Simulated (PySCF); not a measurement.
SMILES N#CCC[SeH], singlet, CAM-B3LYP/def2-SVP optimised geometry. Atoms within 1.6 Å of the plane z = 0.0 Å (x, y, z in Å): N1 (2.66, -0.66, 0.00), C2 (1.50, -0.66, 0.00), C3 (0.04, -0.63, -0.02), C4 (-0.50, 0.62, -0.70), Se5 (-2.45, 0.67, -0.81), H6 (-0.33, -1.53, -0.53), H7 (-0.32, -0.69, 1.02), H9 (-0.14, 1.53, -0.21), H10 (-2.66, 0.88, 0.63).

Method: CAM-B3LYP/def2-TZVP run with PySCF. Cells within 0.4 Å of a nucleus heavier than hydrogen are left out (blank, or x).

Map of the log10 of the electron density (e/bohr³), floored at −4 on the plane z = 0.0 Å:

```
|000000000000000000000000000|
|000000000000000000000000000|
|000000000000000000000000000|
|000000000000000000000000000|
|000000000000000000000000000|
|000011221111111000000000000|
|000123333223333200000000000|
|001234444334554320000000000|
|002345665556776421000000000|
|012456776667887532111100000|
|013467887667887533333221000|
|013568887777876544554432100|
|013467887777887666666654210|
|013457777667888788888865310|
|0124566665679x999x99x976420|
|0023455555679xx9xx9xx986420|
|001233444457898888999875320|
|000122233357887677777764310|
|000001112346665555555543200|
|000000001234554333443321000|
|000000000122332212222110000|
|000000000001110000000000000|
|000000000000000000000000000|
|000000000000000000000000000|
|000000000000000000000000000|
|000000000000000000000000000|
|000000000000000000000000000|
```
Scale: ten equal steps from -4.00 (start of '0') to -0.309 (end of '9'), in the order '0123456789'; x runs from -5.00 to 5.00, y from -5.00 (bottom) to 5.00 (top).
